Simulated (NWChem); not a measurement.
CH5BClN; SMILES CB(N)Cl

```xyz
9

B     -0.0634    -0.4239     0.0012
Cl     0.0722     1.3774     0.0001
C      1.2481    -1.2928     0.0001
H      1.8477    -1.0847    -0.8952
H      1.0491    -2.3709     0.0303
H      1.8828    -1.0404     0.8587
N     -1.3522    -0.9572     0.0000
H     -1.5240    -1.9533     0.0006
H     -2.1889    -0.3898    -0.0020
```
Atoms are numbered in this order, from 1.

Program: NWChem. All runs use the structure optimised with B3LYP/6-31G* (spherical d).

For level PBE0/aug-cc-pVDZ:

* **highest occupied level (eV)**: -8.26
* **orbital gap (eV)**: 7.97
* **dipole (D)**: 2.70

Task: What are these values for level PBE0/cc-pVDZ?

Result: 
- highest occupied level (eV): -8.02
- orbital gap (eV): 8.98
- dipole (D): 2.86
